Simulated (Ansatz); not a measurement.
Frontier orbitals of F₂OSW (`[O]=[W]([F])([F])=[S]`).

```xyz
5

O     1.0229   -1.0645   -0.8780
W     0.0209   -0.0660    0.0427
F    -1.5255   -0.9866    0.4496
F     0.9503    0.4986    1.5333
S    -0.4686    1.6185   -1.1477
```

Charge 0, multiplicity 1. Correlated methods include outer-core shells of W, which these sets cover unevenly. W takes the def2 core potential. Geometry: relaxed with PBE0-D4/def2-TZVP. Basis def2-TZVPP, Ansatz 0.2.0.

```json
{"functional": "PBE", "HOMO (eV)": "-7.06", "LUMO (eV)": "-3.69", "gap (eV)": "3.37"}
{"functional": "BLYP", "HOMO (eV)": "-6.90", "LUMO (eV)": "-3.59", "gap (eV)": "3.31"}
{"functional": "PBE0", "HOMO (eV)": "-8.33", "LUMO (eV)": "-2.98", "gap (eV)": "5.35"}
{"functional": "r2SCANh", "HOMO (eV)": "-7.84", "LUMO (eV)": "-3.39", "gap (eV)": "4.45"}
{"functional": "ωB97M-V", "HOMO (eV)": "-10.41", "LUMO (eV)": "-0.83", "gap (eV)": "9.58"}
```

A quarter of exact exchange (PBE0) shifts PBE's HOMO by −1.27 eV and its LUMO by +0.72 eV; full exchange at long range (ωB97M-V) shifts them by −3.36 and +2.86 eV. The gap opens from 3.36 to 9.58 eV, since occupied levels lose self-interaction and empty ones feel all the electrons.
